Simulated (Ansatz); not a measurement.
Sn(OEt)H3 (C₂H₈OSn). Charge 0, multiplicity 1. Geometry relaxed at B3LYP-D4/def2-SVP.

Cartesian coordinates in Å:
```
Sn -0.314 2.017 1.036
O 0.273 0.146 0.629
C -0.115 -0.495 -0.566
C 0.508 -1.881 -0.605
H -1.220 -0.586 -0.640
H 0.210 0.079 -1.462
H 0.225 -2.416 -1.526
H 1.606 -1.807 -0.565
H 0.175 -2.473 0.262
H 0.387 2.319 2.568
H -2.036 2.046 1.068
H 0.300 3.049 -0.199
```

In the def2 sets Sn takes a core potential; there is no spin–orbit coupling.

Estimate the harmonic wavenumbers at RKS B3LYP-D4/def2-SVP (Ansatz, unscaled). Is this a minimum?

53, 88, 148, 269, 310, 495, 508, 624, 693, 694, 712, 817, 929, 1091, 1138, 1172, 1297, 1378, 1418, 1451, 1473, 1503, 1889, 1893, 1938, 2934, 2963, 3031, 3117, 3123 cm⁻¹. Yes, no mode is imaginary beyond noise. Zero-point energy 234.2 kJ/mol. It took 1.9 min on 4 threads of Intel Xeon on a shared host.
